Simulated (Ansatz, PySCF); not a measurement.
## Pb(SH)4 in two programs

Pb(SH)4 (singlet), relaxed with PySCF 2.14.0, RKS B3LYP, Pb def2-SVP with ECP60, S def2-SVP, H def2-SVP; non-relativistic Hamiltonian with scalar-relativistic core potentials where named; density fitting; no spin-orbit coupling:

```xyz
9

Pb    0.0000    0.0000    0.0000
S     1.4796    1.5660    1.3599
H     2.4297    0.6131    1.5208
S    -1.4796   -1.5660    1.3599
H    -2.4297   -0.6131    1.5208
S     1.5660   -1.4796   -1.3599
H     0.6131   -2.4297   -1.5208
S    -1.5660    1.4796   -1.3599
H    -0.6131    2.4297   -1.5208
```

There the HOMO–LUMO gap is 3.47 eV. 

The same geometry by Ansatz 0.2.0 (PBE, PAW, a periodic box with 9 Å of vacuum):

```csv
spin-orbit coupling,gap (eV),largest force component (eV/Å)
without,2.00,0.10
```

What does the run with spin-orbit coupling give?

gap (eV): 2.02, largest force component (eV/Å): 0.13. It took 37 s on 2 threads of Arm Neoverse V1, on a shared host, peak memory 2.8 GiB.

The spin-orbit runs use fully relativistic datasets of their own, so changes of a few hundredths of an eV needn't come from the coupling.

A frequency check found unstable modes (1, the lowest at -37 cm⁻¹), so the relaxed geometry is a saddle point, or these are noise.

The two programs differ in functional, so their gaps don't test each other.
